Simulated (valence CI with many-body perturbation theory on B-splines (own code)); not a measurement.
## E1 transitions of Lu⁵⁸⁺

Computed by configuration interaction combined with many-body perturbation theory (CI+MBPT): three valence electrons over a frozen Dirac-Fock core [Ne], radial functions for each j: 11 s, 11 p, 9 d, 7 f, 5 g, 2 h, 1 i, with the one-electron correlation potential Σ1, the two-electron term Σ2, the three-electron term Σ3, Breit, model QED; selected CI, second order for the rest (own B-spline code, finite nucleus).

No measured spectrum was set against this ion. As an estimate, large intervals hold to a few tenths of a per cent, small ones and those within an open d or f shell to about a per cent.

Lines 151 to 200 of 256 in falling wavelength, among levels below 1276.7 eV, chosen from the strongest by gf and those to the six lowest levels. Wavelengths and rates use the calculated energies. Electric multipoles are in the length gauge, E1 and E2 with the static RPA response of the core. Weak lines are less certain than strong ones. Lines between different terms over intervals too small for the method are left out, as are lines whose strength nearly cancels. The highest levels of a list are the least certain.

Levels are named by their leading jj configuration (3d3/2^4 stands for four electrons in 3d with j = 3/2), which in mixed levels can hold well under half, so a name can repeat and another be missing. Letters in brackets count levels of one name in rising energy.

```
λ vac (nm)                          Upper                       Lower   A (s⁻¹)  S (a.u.)
     2.532     (3s 3d3/2 3d5/2) J=7/2 [a]  (3s 3p1/2 3d5/2) J=5/2 [b]  1.50e+11  9.60e-03
     2.531             (3s 3d3/2^2) J=3/2      (3s 3p1/2 3d3/2) J=1/2  1.32e+12  4.24e-02
     2.498             (3s 3d3/2^2) J=5/2  (3s 3p1/2 3d3/2) J=3/2 [b]  1.76e+12  8.14e-02
     2.488  (3p1/2 3p3/2 3d3/2) J=3/2 [b]  (3s 3p1/2 3d3/2) J=3/2 [a]  2.10e+11  6.37e-03
     2.487  (3p1/2 3p3/2 3d5/2) J=3/2 [b]  (3s 3p1/2 3d5/2) J=5/2 [a]  2.55e+11  7.76e-03
     2.484     (3s 3p3/2 3d3/2) J=3/2 [a]      (3s 3p1/2 3p3/2) J=5/2  1.85e+11  5.61e-03
     2.484                (3p3/2^3) J=3/2          (3s 3p3/2^2) J=5/2  6.58e+11  1.99e-02
     2.482  (3p1/2 3p3/2 3d3/2) J=5/2 [b]  (3s 3p1/2 3d3/2) J=3/2 [a]  5.29e+11  2.40e-02
     2.482     (3s 3d3/2 3d5/2) J=7/2 [a]      (3s 3p1/2 3d5/2) J=7/2  1.08e+12  6.49e-02
     2.472     (3s 3p3/2 3d3/2) J=3/2 [b]      (3s 3p1/2 3p3/2) J=1/2  8.54e+11  2.55e-02
     2.468     (3s 3p3/2 3d3/2) J=5/2 [a]      (3s 3p1/2 3p3/2) J=5/2  1.39e+12  6.18e-02
     2.466  (3p1/2 3p3/2 3d3/2) J=1/2 [b]  (3s 3p1/2 3d3/2) J=3/2 [a]  4.04e+11  5.97e-03
     2.466     (3s 3d3/2 3d5/2) J=5/2 [a]      (3s 3p1/2 3d5/2) J=7/2  2.64e+11  1.17e-02
     2.459          (3p1/2 3p3/2^2) J=1/2  (3s 3p1/2 3p3/2) J=3/2 [a]  1.76e+11  2.58e-03
     2.453         (3s 3p3/2 3d3/2) J=7/2      (3s 3p1/2 3p3/2) J=5/2  1.17e+12  6.83e-02
     2.440     (3s 3d3/2 3d5/2) J=5/2 [b]      (3s 3p1/2 3d5/2) J=3/2  6.92e+11  2.97e-02
     2.435  (3p1/2 3p3/2 3d5/2) J=5/2 [a]  (3s 3p1/2 3d3/2) J=3/2 [b]  2.08e+11  8.87e-03
     2.426     (3s 3p3/2 3d3/2) J=3/2 [b]  (3s 3p1/2 3p3/2) J=3/2 [b]  1.29e+12  3.64e-02
     2.423  (3p1/2 3p3/2 3d3/2) J=3/2 [b]       (3p1/2^2 3p3/2) J=3/2  1.84e+12  5.15e-02
     2.421         (3s 3p1/2 3d3/2) J=1/2          (3s 3p1/2^2) J=1/2  1.68e+12  2.36e-02
     2.420     (3s 3d3/2 3d5/2) J=3/2 [b]      (3s 3p1/2 3d5/2) J=3/2  1.23e+12  3.44e-02
     2.419     (3s 3d3/2 3d5/2) J=7/2 [a]  (3s 3p1/2 3d5/2) J=5/2 [a]  4.28e+11  2.39e-02
     2.418  (3p1/2 3p3/2 3d3/2) J=5/2 [b]       (3p1/2^2 3p3/2) J=3/2  4.04e+11  1.69e-02
     2.417     (3s 3d3/2 3d5/2) J=5/2 [b]  (3s 3p1/2 3d5/2) J=5/2 [b]  1.08e+12  4.50e-02
     2.415     (3s 3d3/2 3d5/2) J=7/2 [b]  (3s 3p1/2 3d5/2) J=5/2 [b]  1.04e+12  5.81e-02
     2.407         (3s 3d3/2 3d5/2) J=9/2      (3s 3p1/2 3d5/2) J=7/2  1.44e+12  9.93e-02
     2.407             (3s 3d3/2^2) J=1/2  (3s 3p1/2 3d3/2) J=3/2 [b]  1.97e+12  2.71e-02
     2.403     (3s 3d3/2 3d5/2) J=5/2 [a]  (3s 3p1/2 3d5/2) J=5/2 [a]  9.58e+11  3.94e-02
     2.402     (3s 3p3/2 3d3/2) J=3/2 [a]  (3s 3p1/2 3p3/2) J=3/2 [a]  1.34e+12  3.67e-02
     2.402  (3p1/2 3p3/2 3d3/2) J=1/2 [b]       (3p1/2^2 3p3/2) J=3/2  9.51e+11  1.30e-02
     2.397     (3s 3d3/2 3d5/2) J=3/2 [b]  (3s 3p1/2 3d5/2) J=5/2 [b]  4.82e+11  1.31e-02
     2.395     (3s 3p3/2 3d3/2) J=1/2 [a]  (3s 3p1/2 3p3/2) J=3/2 [a]  1.07e+12  1.45e-02
     2.394     (3s 3p1/2 3d3/2) J=3/2 [b]          (3s 3p1/2^2) J=1/2  2.33e+12  6.30e-02
     2.387     (3s 3p3/2 3d3/2) J=5/2 [a]  (3s 3p1/2 3p3/2) J=3/2 [a]  5.05e+11  2.03e-02
     2.386     (3s 3p3/2 3d3/2) J=1/2 [b]      (3s 3p1/2 3p3/2) J=1/2  1.59e+12  2.13e-02
     2.384             (3s^2 3d3/2) J=3/2          (3s^2 3p1/2) J=1/2  2.60e+12  6.96e-02
     2.380             (3s 3d3/2^2) J=1/2      (3s 3p1/2 3d3/2) J=1/2  1.40e+12  1.87e-02
     2.379     (3s 3d3/2 3d5/2) J=3/2 [a]  (3s 3p1/2 3d5/2) J=5/2 [a]  1.18e+12  3.14e-02
     2.378          (3p1/2^2 3d3/2) J=3/2          (3s^2 3p3/2) J=3/2  4.57e+09  1.21e-04
     2.375         (3s 3d3/2 3d5/2) J=1/2      (3s 3p1/2 3d5/2) J=3/2  2.16e+12  2.86e-02
     2.365     (3s 3p3/2 3d3/2) J=5/2 [b]  (3s 3p1/2 3p3/2) J=3/2 [b]  5.58e+11  2.19e-02
     2.353             (3s 3d3/2^2) J=3/2  (3s 3p1/2 3d3/2) J=3/2 [a]  1.34e+12  3.46e-02
     2.353             (3s 3d3/2^2) J=5/2      (3s 3p1/2 3d3/2) J=5/2  1.18e+12  4.54e-02
     2.344     (3s 3p3/2 3d3/2) J=1/2 [b]  (3s 3p1/2 3p3/2) J=3/2 [b]  1.39e+10  1.77e-04
     2.333     (3s 3p3/2 3d3/2) J=3/2 [b]      (3s 3p1/2 3p3/2) J=5/2  4.05e+08  1.01e-05
     2.297  (3p1/2 3p3/2 3d5/2) J=5/2 [a]      (3s 3p1/2 3d3/2) J=5/2  1.81e+11  6.51e-03
     2.277     (3s 3p3/2 3d3/2) J=5/2 [b]      (3s 3p1/2 3p3/2) J=5/2  1.29e+11  4.52e-03
     2.261     (3s 3p3/2 3d3/2) J=3/2 [b]  (3s 3p1/2 3p3/2) J=3/2 [a]  1.99e+10  4.53e-04
     2.260     (3s 3p3/2 3d5/2) J=5/2 [a]  (3s 3p1/2 3p3/2) J=3/2 [b]  4.17e+10  1.42e-03
     2.213     (3s 3p3/2 3d5/2) J=3/2 [a]  (3s 3p1/2 3p3/2) J=3/2 [b]  1.15e+11  2.46e-03
```
